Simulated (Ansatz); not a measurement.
In₄P₄H₁₆, a cluster cut from zinc blende InP (hydrogen-capped). The state is a singlet with charge 0. Geometry PBE-D4/def2-SVP; atoms count from 1.

```xyz
24

In    1.856    1.523    1.880
In   -0.381   -2.927    0.751
In    1.261    0.070   -2.775
In   -2.731    1.338    0.137
P     2.422    1.231   -0.693
P     0.676   -2.219   -1.575
P    -0.683    2.219    1.572
P    -2.420   -1.234    0.699
H     2.683    2.967    2.384
H     1.854   -0.064    2.571
H    -1.069   -4.503    0.497
H     0.701   -2.363    1.980
H     2.547   -0.296   -3.886
H    -0.239    0.896   -3.034
H    -2.298    1.541   -1.527
H    -4.158    1.839    0.995
H     3.770    0.746   -0.703
H     2.734    2.550   -1.157
H     1.871   -3.004   -1.671
H    -0.065   -2.953   -2.558
H    -1.185    2.321    2.910
H    -0.655    3.629    1.315
H    -3.063   -1.418    1.966
H    -3.429   -1.889   -0.078
```

In the def2 sets In takes a core potential; there is no spin–orbit coupling.

Question: Estimate the Mulliken populations from the PBE0/def2-TZVP orbitals of Ansatz.

Answer: 
```json
{"atom": "In1", "charge (e)": "0.41"}
{"atom": "In2", "charge (e)": "0.41"}
{"atom": "In3", "charge (e)": "0.41"}
{"atom": "In4", "charge (e)": "0.41"}
{"atom": "P5", "charge (e)": "-0.45"}
{"atom": "P6", "charge (e)": "-0.45"}
{"atom": "P7", "charge (e)": "-0.45"}
{"atom": "P8", "charge (e)": "-0.45"}
{"atom": "H9", "charge (e)": "-0.09"}
{"atom": "H10", "charge (e)": "-0.09"}
{"atom": "H11", "charge (e)": "-0.09"}
{"atom": "H12", "charge (e)": "-0.09"}
{"atom": "H13", "charge (e)": "-0.09"}
{"atom": "H14", "charge (e)": "-0.09"}
{"atom": "H15", "charge (e)": "-0.09"}
{"atom": "H16", "charge (e)": "-0.09"}
{"atom": "H17", "charge (e)": "0.11"}
{"atom": "H18", "charge (e)": "0.11"}
{"atom": "H19", "charge (e)": "0.11"}
{"atom": "H20", "charge (e)": "0.11"}
{"atom": "H21", "charge (e)": "0.11"}
{"atom": "H22", "charge (e)": "0.11"}
{"atom": "H23", "charge (e)": "0.11"}
{"atom": "H24", "charge (e)": "0.11"}
```
Mulliken values and Mayer orders depend strongly on the basis.

Question: And the Mayer bond orders between bonded heavy atoms (over 0.3)?

Answer: In1–P5 0.59 (2.65 Å); In1–P7 0.59 (2.65 Å); In2–P6 0.59 (2.65 Å); In2–P8 0.59 (2.65 Å); In3–P5 0.59 (2.65 Å); In3–P6 0.59 (2.65 Å); In4–P7 0.59 (2.65 Å); In4–P8 0.59 (2.65 Å).
